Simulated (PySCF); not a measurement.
## Circular dichroism: SMILES C#C[SiH2][C@@H]1[Se]C[C@@H]1F, C$_{5}$H$_{7}$FSeSi

Geometry:
| atom | x (Å) | y (Å) | z (Å) |
| --- | --- | --- | --- |
| C1 | 3.527 | 1.033 | 0.428 |
| C2 | 2.542 | 0.352 | 0.534 |
| Si3 | 1.015 | -0.674 | 0.701 |
| C4 | -0.099 | -0.116 | -0.756 |
| Se5 | -0.705 | 1.781 | -0.590 |
| C6 | -2.181 | 0.601 | 0.001 |
| C7 | -1.533 | -0.611 | -0.650 |
| F8 | -1.650 | -1.755 | 0.117 |
| H9 | 4.391 | 1.627 | 0.335 |
| H10 | 0.347 | -0.374 | 1.969 |
| H11 | 1.309 | -2.097 | 0.516 |
| H12 | 0.364 | -0.302 | -1.725 |
| H13 | -3.165 | 0.879 | -0.369 |
| H14 | -2.186 | 0.521 | 1.088 |
| H15 | -1.980 | -0.855 | -1.620 |

Method used: TDDFT PBE0/aug-cc-pVDZ circular dichroism and optical rotation, one conformer, gas phase (PySCF 2.14.0). Geometry: GFN2-xTB.

The molecule is flexible and this is one conformer; a measurement averages over conformers. The calculation is non-relativistic, which matters for the atoms heavier than Zn.

Q: What are the CIP labels of the stereocentres?

A: C4 R, C7 S.

Q: Which excitations and rotatory strengths does the calculation give?

A: Rotatory strengths R in 10⁻⁴⁰ esu² cm², velocity form and length form (origin at the centre of mass); f in length form.
```csv
state,E (eV),λ (nm),f,R (velocity),R (length),main
1,3.86,321,0.001,+8.6,+8.2,HOMO→LUMO 0.97
2,5.08,244,0.012,-15.0,-15.0,"HOMO→LUMO+3 0.36, HOMO→LUMO+2 0.32"
3,5.22,238,0.0006,-10.8,-10.8,"HOMO→LUMO+1 0.72, HOMO→LUMO+2 0.14"
4,5.35,232,0.042,+17.3,+17.3,"HOMO→LUMO+2 0.51, HOMO→LUMO+3 0.40"
5,5.43,228,0.005,-2.7,-2.7,HOMO→LUMO+4 0.96
6,5.92,209,0.009,-2.6,-2.7,"HOMO→LUMO+5 0.74, HOMO→LUMO+6 0.11"
7,6.03,205,0.009,-13.5,-13.8,"HOMO→LUMO+6 0.43, HOMO→LUMO+7 0.38"
8,6.12,203,0.001,-4.8,-4.6,"HOMO−2→LUMO+1 0.28, HOMO−2→LUMO 0.13"
```

Among the states computed, the strongest CD band (largest |R|) is state 4. The largest dissymmetry factor in size, g = 4R/(D+G), with D and G the electric and magnetic dipole strengths, is -0.15 for state 3 (velocity form, f = 0.0006), among bands with |R| over 0.5. The mirror image has the same energies and oscillator strengths and all R with the opposite sign.
